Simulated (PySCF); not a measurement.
Isomers of C2H10SSi3. Method used: PySCF, PBE0-D3(BJ)/def2-SVP geometry optimisation, gas phase. Energies are electronic, without zero-point or thermal terms, for one conformer each. No frequencies were run at this level. Point groups hold within 0.08 Å.

Question: Order them by energy at this level, lowest first, and give relative energies in kcal/mol.
A. `[CH3:1][C:2](=[S:3])[SiH:4]([SiH3:5])[SiH3:6]` with C1–C2–Si4–Si5 124°
B. `[CH3:1][C:2](=[S:3])[SiH2:4][SiH2:5][SiH3:6]` with C1–C2–Si4–Si5 141°, C2–Si4–Si5–Si6 59°

Answer: B (0.0), A (0.4).

Neighbours under 2.5 kcal/mol apart (CC(=S)[SiH2][SiH2][SiH3] and CC(=S)[SiH]([SiH3])[SiH3]) can change places with a better method, another conformer or zero-point energy.

```json
{"SMILES": "CC(=S)[SiH2][SiH2][SiH3]", "E (Eh)": "-1347.82474", "E rel (kcal/mol)": "0.0", "dipole (D)": "2.29", "point group": "C1", "A, B, C (MHz)": "2096, 948.2, 705.7"}
{"SMILES": "CC(=S)[SiH]([SiH3])[SiH3]", "E (Eh)": "-1347.82406", "E rel (kcal/mol)": "0.4", "dipole (D)": "1.95", "point group": "near Cs", "A, B, C (MHz)": "1405, 1093, 852.7"}
```

How do the relative energies change in single points at PBE0/pcSseg-1 (no added dispersion term) on the same geometries?

| SMILES | PBE0-D3(BJ)/def2-SVP (kcal/mol) | PBE0/pcSseg-1 (kcal/mol) | shift |
| --- | --- | --- | --- |
| CC(=S)[SiH2][SiH2][SiH3] | 0.0 | 0.2 | +0.2 |
| CC(=S)[SiH]([SiH3])[SiH3] | 0.4 | 0.0 | -0.4 |

Each column counts from its own lowest isomer. CC(=S)[SiH]([SiH3])[SiH3] becomes the lowest; the largest shift is 0.4 kcal/mol.
